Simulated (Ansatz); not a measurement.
C2H6FO2Sc (`C[O][Sc]([F])[O]C`). The species carries charge 0 and has multiplicity 1. All single points use the PBE0-D4/def2-TZVP geometry. It is one conformer, not always the lowest.

```xyz
12

C     0.685   -2.750   -0.121
O     0.861   -1.382   -0.252
Sc    1.026    0.466   -0.393
F     2.628    1.198   -1.001
O    -0.379    1.595    0.065
C    -1.451    2.401    0.415
H     1.646   -3.277   -0.155
H     0.057   -3.143   -0.930
H     0.196   -2.996    0.830
H    -2.338    2.156   -0.182
H    -1.714    2.269    1.471
H    -1.217    3.461    0.254
```

Problem. What is the dipole moment at r2SCAN/def2-TZVPP? (Best estimate.)

Solution. Ansatz gave: 2.42 D, with components (-2.08, -0.94, 0.78) D in this frame, pointing from negative to positive charge.

Problem. And with PBE, B3LYP, ωB97M-V? (Best estimate.)

Solution. Computed: PBE 2.41 D, B3LYP 2.47 D, ωB97M-V 2.39 D.

Problem. Give the Mulliken charges with r2SCAN, PBE, B3LYP in def2-TZVPP. (Best estimate.)

Solution. Ansatz gave: 
```csv
atom,r2SCAN,PBE,B3LYP
C1,0.03,-0.12,-0.10
O2,-0.53,-0.45,-0.54
Sc3,1.18,1.01,1.18
F4,-0.45,-0.40,-0.45
O5,-0.53,-0.46,-0.54
C6,0.03,-0.12,-0.10
H7,0.05,0.09,0.09
H8,0.04,0.09,0.09
H9,0.05,0.09,0.09
H10,0.04,0.09,0.09
H11,0.04,0.09,0.09
H12,0.05,0.09,0.09
```

B3LYP here is the variant with VWN-RPA as its local correlation; programs differ in this.
